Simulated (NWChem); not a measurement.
Molecule: disilazane (Si2NH7); SMILES [SiH3]N[SiH3]

```xyz
10

Si     0.1023     0.0346     1.5756
N     -0.5629    -0.2929     0.0000
Si     0.1023     0.0346    -1.5756
H     -0.9085     0.7018     2.4544
H      1.2771     0.9344     1.3880
H      0.5539    -1.2030     2.2890
H     -1.4387    -0.8111     0.0000
H      0.5539    -1.2030    -2.2890
H     -0.9085     0.7018    -2.4544
H      1.2771     0.9344    -1.3880
```
Atoms are numbered in this order, from 1.

Computed with NWChem. Geometry optimised at PBE0/def2-SVP; all other runs use it. 

```json
[
 {"quantity": "vertical, lowest excitation, singlet (eV)", "level": "PBE/def2-SVPD, TDA", "value": "[?]"},
 {"quantity": "−ε(HOMO) (eV)", "level": "PBE/def2-SVP", "value": "[?]"},
 {"quantity": "isotropic polarisability (bohr³), static", "level": "PBE/def2-SVPD", "value": "[?]"},
 {"quantity": "dipole in solution (D) in n-hexane", "level": "PBE0/def2-SVP, SMD", "value": "1.02"},
 {"quantity": "dipole (D)", "level": "PBE0/def2-SVP", "value": "0.89"},
 {"quantity": "highest harmonic frequency (cm⁻¹)", "level": "PBE0/def2-SVP", "value": "3608"}
]
```

**Question.** Complete the blanks.

**Answer.** 
- vertical, lowest excitation, singlet (eV), value: 5.33
- −ε(HOMO) (eV), value: 5.98
- isotropic polarisability (bohr³), static, value: 66.7
